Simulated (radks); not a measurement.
Ionisation of the iridium ion Ir72+, [He] 2s2 2p1, to [He] 2s2 as the strength of local exchange is varied. All-electron calculation, Dirac Kohn-Sham, Slater X-alpha exchange (alpha = 2/3 is LDA exchange), no correlation, spin-unpolarised, spherical densities, finite nucleus; open shells are shared between the two j in proportion to 2j + 1; Fermi nuclear charge, rms radius 5.4032 fm. Program: a radial shooting solver on a logarithmic mesh with Libxc functionals.

alpha	E(Ir72+) (hartree)	exchange (hartree)	IE (eV)	-e of the level emptied (eV)	<r> of it (bohr)
0.623	-8708.7610	-69.0939	19459.6	18675.5 (2p3/2)	0.06512
0.638	-8710.4247	-70.7665	19465.7	18681.5 (2p3/2)	0.06511
0.667	-8713.6418	-74.0014	19477.5	18693.2 (2p3/2)	0.06509
0.697	-8716.9706	-77.3495	19489.7	18705.4 (2p3/2)	0.06507
0.713	-8718.7463	-79.1359	19496.3	18711.8 (2p3/2)	0.06506
0.874	-8736.6279	-97.1380	19562.1	18777.0 (2p3/2)	0.06494
0.915	-8741.1855	-101.7302	19578.8	18793.6 (2p3/2)	0.06491
0.938	-8743.7429	-104.3077	19588.2	18802.9 (2p3/2)	0.06490

NIST Atomic Spectra Database: 20650 +/- 70 eV (theoretical). The central value is not met in this range of alpha. Spin polarisation and multiplet splitting are left out, so open shells lie too high by an amount that depends on their filling. Sharing an open shell by 2j + 1 raises it above the true ground level by a part of the spin-orbit splitting, which enters the differences from NIST.

Beside tabulated values, note that spin-unpolarised runs miss the spin-polarisation part of the exchange energy of open shells.
